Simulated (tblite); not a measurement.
**Question.** What does the GFN2-xTB structure of InChI=1S/C3H13NOSi3/c4-8(6)7-3-1-2-5/h2,8H,1,3-4,7H2,6H3/t8-/m0/s1 look like in three dimensions?

**Answer.** 
```
atom  x, y, z in Å
N1     0.776   -1.102    1.814
Si2    1.437    0.290    1.011
Si3    2.671   -0.623   -0.728
Si4   -0.274    1.729    0.399
C5    -1.394    0.949   -0.947
C6    -1.763   -0.501   -0.670
C7    -2.203   -0.700    0.738
O8    -1.923    0.038    1.645
H9     0.093   -0.942    2.538
H10    1.409   -1.826    2.118
H11    2.355    1.038    1.911
H12    3.277    0.424   -1.555
H13    3.773   -1.512   -0.338
H14    1.861   -1.430   -1.654
H15    0.388    2.825   -0.353
H16   -1.070    2.454    1.391
H17   -2.309    1.534   -1.041
H18   -0.891    1.002   -1.912
H19   -0.883   -1.143   -0.793
H20   -2.532   -0.876   -1.352
H21   -2.807   -1.608    0.922
```

Orientation and origin are arbitrary. Atoms count from 1 in this order. Of the pairs four or more bonds apart, Si4···O8 is among the closest relative to their van der Waals radii: 2.67 Å, 74 % of the sum of Bondi's values. Si4 (SiH2 silicon) is distorted tetrahedral (angles from 101.8° to 122.0°). Si3 (SiH3 silicon) is distorted tetrahedral (angles from 104.3° to 116.0°). Si2 (SiH silicon) is distorted tetrahedral (angles from 103.5° to 116.1°).

Bonds between heavy atoms (Å): N1–Si2 1.738, Si2–Si3 2.320, Si2–Si4 2.318, Si4–C5 1.917, C5–C6 1.522, C6–C7 1.489, C7=O8 1.202.

The geometry is computed with GFN2-xTB (gas phase).

Point group: C1 (no symmetry element, even within 0.4 Å). Its GFN2-xTB frequencies are all real (lowest 22 cm⁻¹). The numbers are those of one conformer (H–N1–Si2–Si3 -172° and 54°, N1–Si2–Si4–C5 -67°, Si2–Si4–C5–C6 45°, Si4–C5–C6–C7 46°, C5–C6–C7–O8 -22°).

The run took 2.6 s wall on one thread of an Arm Neoverse N1, shared host with 64 logical CPUs at a one-minute load of 59. This is the geometry optimisation.
